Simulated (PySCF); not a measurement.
The potential of point charges around `C[S@@](=O)[C@@H]1C[C@H](C=O)S1`

Species: `C[S@@](=O)[C@@H]1C[C@H](C=O)S1`. Coordinates (GFN2-xTB, Å) and charges (e) from the PBE0/pcSseg-1 density (PySCF):

```
atom       x       y       z  Mulliken      IAO  Hirshfeld  ESP-fitted
  C1   2.511  -0.639   0.471   -0.4052  -0.5866    -0.1388     -0.5624
  S2   1.187   0.618   0.733   +0.6834  +1.1112    +0.3452     +0.4534
  O3   1.807   1.914   0.481   -0.6110  -0.8992    -0.3653     -0.4710
  C4   0.322   0.240  -0.893   -0.4726  -0.3288    -0.0446     -0.0946
  C5  -1.030   0.943  -0.961   -0.0548  -0.2678    -0.0760     -0.4917
  C6  -1.867  -0.296  -0.648   -0.4318  -0.2183    -0.0309     +0.1720
  C7  -2.179  -0.502   0.801   +0.3334  +0.2500    +0.1146     +0.3351
  O8  -1.777   0.193   1.691   -0.3394  -0.3810    -0.2086     -0.4446
  S9  -0.429  -1.423  -0.938   +0.0737  +0.0727    +0.0225     -0.1956
 H10   3.168  -0.604   1.333   +0.1618  +0.1713    +0.0553     +0.2114
 H11   3.069  -0.391  -0.425   +0.1457  +0.1588    +0.0487     +0.1965
 H12   2.051  -1.617   0.390   +0.1480  +0.1604    +0.0361     +0.1766
 H13   1.021   0.435  -1.703   +0.1904  +0.1620    +0.0461     +0.1981
 H14  -1.246   1.350  -1.948   +0.1506  +0.1619    +0.0561     +0.1856
 H15  -1.138   1.732  -0.214   +0.1686  +0.1638    +0.0436     +0.2309
 H16  -2.708  -0.521  -1.303   +0.1684  +0.1642    +0.0536     +0.0653
 H17  -2.766  -1.420   0.990   +0.0908  +0.1055    +0.0426     +0.0350
```

Points outside the species (Å): A (1.1, -4.3, 1.2); B (-3.4, -2.2, 4.2); C (-7.1, -6.3, -2.2); D (-0.9, 3.0, 2.8).

Task: Find the potential V = 14.3996 V·Å × Σ q/r of each set of charges at these points.

Result: In volts:

```tsv
point	nearest atom	distance (Å)	Mulliken	IAO	Hirshfeld	ESP-fitted
A	H12	2.96	+0.378	+0.544	+0.232	+0.137
B	H17	3.36	+0.123	+0.195	+0.024	-0.068
C	H17	7.26	+0.119	+0.194	+0.099	+0.116
D	O8	3.14	-0.486	-0.519	-0.382	-0.623
```

Task: How far are the other sets from the ESP-fitted one at these points?

Result: Root-mean-square difference: Hirshfeld 0.138 V, Mulliken 0.168 V, IAO 0.251 V. The ESP scheme fits charges at the nuclei, held to the total charge, to the electrostatic potential on points at 1.4 to 2.0 times the van der Waals radii.

Task: What energy would a point charge of +3 e have at D in the field of the ESP charges, leaving out polarisation?

Result: -1.869 eV = -180.3 kJ/mol, an attraction.

The structure is a single GFN2-xTB conformer in the gas phase; no vibrational or solvent corrections.

These values come from a run that also computed NMR shieldings. The run took 89 s of wall time (with the writing of density and orbital grids) on one thread of an Intel Xeon at 2.70 GHz, no GPU, on a shared host, and the process peaked at 0.93 GiB of memory.

Conformer computed: `[CH3:1][S@@:2](=[O:3])[C@@H:4]1[CH2:5][C@H:6]([CH:7]=[O:8])[S:9]1`: C1–S2–C4–C5 170°, C5–C6–C7–O8 -3°.
